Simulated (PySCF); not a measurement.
r2SCAN on Nb⁺ (niobium, charge +1), [Kr] 4d4, high-spin 5D determinant. All numbers are calculated (PySCF 2.14, scalar relativity by spin-free X2C-1e, in x2c-SVPall (6s5p5d1f, 53 functions)).

```
cycle= 1 E= -3818.73302732868  delta_E= -0.00552  |g|= 0.041  |ddm|= 0.16
cycle= 2 E= -3818.73430895394  delta_E= -0.00128  |g|= 0.0157  |ddm|= 0.294
cycle= 3 E= -3818.7351947022  delta_E= -0.000886  |g|= 0.014  |ddm|= 0.245
cycle= 4 E= -3818.73472709998  delta_E= 0.000468  |g|= 0.0188  |ddm|= 0.122
cycle= 5 E= -3818.73568191219  delta_E= -0.000955  |g|= 0.00581  |ddm|= 0.41
cycle= 6 E= -3818.73567677172  delta_E= 5.14e-06  |g|= 0.00317  |ddm|= 0.0573
cycle= 7 E= -3818.73569675442  delta_E= -2e-05  |g|= 0.000634  |ddm|= 0.0471
cycle= 8 E= -3818.7356973342  delta_E= -5.8e-07  |g|= 6.24e-05  |ddm|= 0.00911
cycle= 9 E= -3818.73569733957  delta_E= -5.37e-09  |g|= 7.16e-06  |ddm|= 0.000867
cycle= 10 E= -3818.7356973396  delta_E= -2.77e-11  |g|= 1.23e-07  |ddm|= 3.14e-05
converged SCF energy = -3818.7356973396  <S^2> = 6.0018611  2S+1 = 5.0007444
```

Highest occupied orbital energy: -10.552 eV; ⟨L²⟩ = 7.66; populations by l: s 8.27, p 18.00, d 13.73, f 0.00.

(1) Can this result be used?

Answers

(1) Not for this state. The calculation finished and met its thresholds. ⟨L²⟩ = 7.66 against 6 for a pure D term, so this real determinant mixes terms. The s, p, d and f populations moved away from the nominal configuration during the SCF.
